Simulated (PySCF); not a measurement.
# CdCl₃⁻, singlet: computed properties

Method: PBE0 in PySCF with Cd def2-SVPD with ECP28, Cl def2-SVPD; scalar-relativistic core potentials, no spin–orbit coupling; density-fitted integrals.

The structure is a minimum.

```xyz
4
charge -1 multiplicity 1, angstrom
Cd    0.0000    0.0000    0.0000
Cl    2.4238    0.0000    0.0000
Cl   -1.2119    2.0991    0.0000
Cl   -1.2119   -2.0991    0.0000
```

```json
{
  "Point group": "D3h",
  "Bond lengths": "Cd–Cl 2.424 Å (×3)",
  "Bond angles": "Cl–Cd–Cl 120.0° (×3)",
  "Highest occupied level": "-4.21 eV",
  "Entropy at 298.15 K and 1 bar": "352.0 J/(mol K)",
  "Dipole moment about the centre of mass": "0.00 D",
  "Heat capacity Cp at 298.15 K": "79.2 J/(mol K)",
  "Principal quadrupole moments (Buckingham, traceless) about the centre of mass": "-11.63, -11.62, 23.25 D Å",
  "Lowest empty level": "2.35 eV",
  "Principal polarisabilities": "64.8, 96.9, 96.9 bohr³",
  "Zero-point energy": "6.6 kJ/mol",
  "Rotational symmetry number": "6",
  "Enthalpy at 298.15 K above 0 K": "19.45 kJ/mol",
  "Rotational constants": "0.0547, 0.0547, 0.02735 cm⁻¹"
}
```

Harmonic modes (masses in u: Cd 113.903, Cl 34.969):
```csv
symmetry,ω (cm⁻¹),"IR (km/mol, summed over degenerate members)",μ (u),type
e',73,25.4,40.05,bend
a2'',89,21.8,52.37,bend
a1',275,0.0,34.97,stretch
e',297,170,44.01,stretch
```

In D3h the vibrations span 2e' + a2'' + a1'. The a1' mode carries no infrared intensity, as symmetry demands.

Charges (e); Mulliken and Löwdin values are unreliable with diffuse functions:
| atom | Mulliken | Löwdin | polar tensor | Mayer order to Cd1 |
| --- | --- | --- | --- | --- |
| Cd1 | 1.16 | 0.44 | 1.34 | – |
| Cl2,3,4 | -0.72 | -0.48 | -0.78 | 0.47 |

Mulliken populations on Cd1 (electrons outside its core potential): s 2.52, p 6.30, d 10.02, f 0.00.

Counting electrons, cadmium keeps none of its valence electrons outside its bonds, so the VSEPR class is AX3 and the expected shape is trigonal planar (D3h), as computed.

This need not be the most stable arrangement of these atoms. The lowest empty level of this anion is unbound, so it and the gap depend on the basis.

The final relaxation and frequency run took 34 s on 2 threads of a shared Arm Neoverse V1 host, with 115 basis functions and 8 gradients; the process peaked at 1.2 GiB. Launch command: `OMP_NUM_THREADS=2 python axn.py task.json out`.
